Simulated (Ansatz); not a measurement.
Species: TaO₃, net charge 0, doublet state. The spin state was set by rule; other spins were not relaxed. 
Geometry from a B3LYP-D3(BJ)/def2-TZVP (Ansatz, a quantum-chemistry and plane-wave program) optimisation:
```
Ta
O 1 1.7587
O 1 1.7587 2 108.45
O 1 1.8945 2 104.53 3 111.09
```
Charge 0, spin multiplicity 2.

Quantity: atomisation energy (electronic, to ground-state atoms), in kcal/mol. Valence correlation only, unless marked. Open shells are spin-unrestricted. No spin-orbit coupling. The frozen core is the preceding noble-gas configuration, with the filled d and f shells of earlier blocks. In def2 rows, elements after Kr have scalar-relativistic effective core potentials. The coupled-cluster limit lacks core correlation, which all-electron functionals hold. CBS marks a two-point X^-3 extrapolation of the correlation energy; Hartree-Fock from the larger set. The bracket is a focal-point correction in the basis named.

| level | program | atomisation energy (kcal/mol) |
|---|---|---|
| HF/def2-SVP | Ansatz | 213.5 |
| r2SCAN/def2-TZVPD | Ansatz | 457.1 |
| LC-wPBE-D4/def2-TZVPD | Ansatz + dftd4 | 440.5 |
| B2PLYP-D3(BJ)/def2-TZVPD | Ansatz + dftd3 | 446.1 |

**Question.** Predict the RI-MP2/CBS(def2-TZVPPD,def2-QZVPPD)+[CCSD(T)-MP2]/def2-TZVPPD result (Ansatz).

**Answer.** 441.6 kcal/mol
